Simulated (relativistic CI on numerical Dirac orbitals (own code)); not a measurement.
## Tl36+: sensitivity of the levels to the model

Base calculation: Dirac-Coulomb-Breit CI, orbitals from a KLI potential per configuration, a model potential for QED, unscaled Slater integrals.

Configuration list (outside the closed core [Ar] 3d10): 4s2 4p6 4d9, 4s2 4p6 4d8 4f, 4s2 4p5 4d10, 4s 4p6 4d10, 4s2 4p5 4d9 4f, 4s 4p6 4d9 4f, 4s2 4p6 4d8 5s, 4s2 4p6 4d7 4f 5s, 4s2 4p6 4d8 5p, 4s2 4p6 4d8 5d, 4s2 4p5 4d9 5s. Double excitations out of closed p, d and f shells are left out; levels of such configurations are missing from the list, as are those of other unlisted configurations, and high levels can miss mixing partners.

Variants: (1) valence Slater integrals scaled by 0.9; (2) non-relativistic limit; (3) only the first 3 configurations. Shifts of the energy above 4s2 4p6 4d9 2D_5/2, in cm⁻¹, for the lowest level and the first level of each name with at least 55 % of one term (blank where a level changes its place among those of its configuration and J or its character, or is not in the variant):

```tsv
Level	Base	Δ(1)	Δ(2)	Δ(3)
4s2 4p6 4d9 2D_5/2	0	0	0	0
4s2 4p6 4d9 2D_3/2	221950	-271	-221950	-1163
4s2 4p5 4d10 2P°_3/2	1775502	+14826	-258064	-7552
4s2 4p6 4d8 4f 4I°_15/2	1894453	+4563	-70263	-14287
4s2 4p6 4d8 4f 4H°_13/2	1913030	+3030	-79736	-13734
4s2 4p6 4d8 4f 4F°_3/2	2021906	+8237		-14083
4s2 4p6 4d8 4f 4I°_11/2	2069372	+3333		-14210
4s2 4p6 4d8 4f 2K°_13/2	2090198	+1415		-14282
4s2 4p6 4d8 4f 2K°_15/2	2143903	+1269	-274315	-14286
```

At this charge energies of transitions that change n are usually good to better than 1 %, and those within a shell (Δn = 0) to a few per cent.

Ionisation energy from the two ground configurations alone: base 1680.76 eV. The NIST ASD value (theoretical) is 1681 eV.

LS names give the leading component of a level, which can be under half, so a name can repeat, a term be missing and a line seem to break the LS rules.
